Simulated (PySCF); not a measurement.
Compound: C7H4ClFO.
Z-matrix (Å and degrees, PBE0-D3(BJ)/def2-SVP geometry), rows numbered from 1:
```
O 
C   1  1.1862
F   2  1.3425  1  120.52
C   2  1.4757  1  127.19  3   179.96
C   4  1.3994  2  122.01  1   179.50
C   5  1.3893  4  120.20  2  -179.80
C   6  1.3960  5  119.26  4    -0.04
Cl  7  1.7255  6  119.38  5   179.96
C   7  1.3974  6  121.19  5    -0.03
C   9  1.3875  7  119.14  6     0.08
H   5  1.0907  4  119.66  2     0.13
H   6  1.0908  5  121.02  4   179.93
H   9  1.0909  7  119.72  6  -179.96
H  10  1.0919  4  118.84  2    -0.16
```

The calculation used TDDFT wB97X-D/def2-SVPD, vertical, gas phase, core orbitals frozen in the response (PySCF 2.14.0, density-fitted response routines).

| state | E (eV) | λ (nm) | ν̃ (cm⁻¹) | f | symmetry | main configurations (H = HOMO, L = LUMO) |
| --- | --- | --- | --- | --- | --- | --- |
| S1 | 5.06 | 245.2 | 40790 | 0.011 | A′ | H-1→L (65%), H→L+1 (32%) |
| S2 | 5.31 | 233.4 | 42850 | 0.368 | A′ | H→L (91%) |
| S3 | 5.44 | 227.8 | 43890 | 0.0003 | – | H-2→L (82%), H-2→L+4 (11%) |
| S4 | 6.39 | 194.1 | 51520 | 0.228 | A′ | H→L+1 (64%), H-1→L (33%) |
| S5 | 6.73 | 184.3 | 54270 | 0.0000 | – | H-3→L (78%), H-5→L (9%) |
| S6 | 6.85 | 180.9 | 55280 | 0.605 | A′ | H-1→L+1 (90%) |

The lowest singlet comes at 245 nm (488 kJ/mol) in the ultraviolet; it is weak; its leading configuration is HOMO-1→LUMO (65%). The most intense listed level is S6 at 6.85 eV (181 nm, f = 0.605), 1.80 eV above S1. It is the last of those listed, so stronger ones may follow. Löwdin shares by element: HOMO carbon 46% or more, chlorine 25% (atoms not listed hold the other 30%); LUMO carbon 44% or more, oxygen 13% (atoms not listed hold the other 42%). The oscillator strengths of these states sum to 1.212; summed over the whole spectrum of an exact calculation they would give the number of electrons, 80 (Thomas–Reiche–Kuhn). Weighted by f, the mean energy of these states is 6.28 eV. Of the 6 states listed, 4 reach f = 0.01 and 2 stay under 0.0005. Symmetry labels in Cs follow from the direction of the transition dipole and are given only for states with f of 0.002 or more. The window holds the lowest 6 singlets.

The run took 69 s wall on Arm Neoverse V1, one thread (shared host), and the process peaked at 1.1 GiB of memory.

One conformer stands for the species.
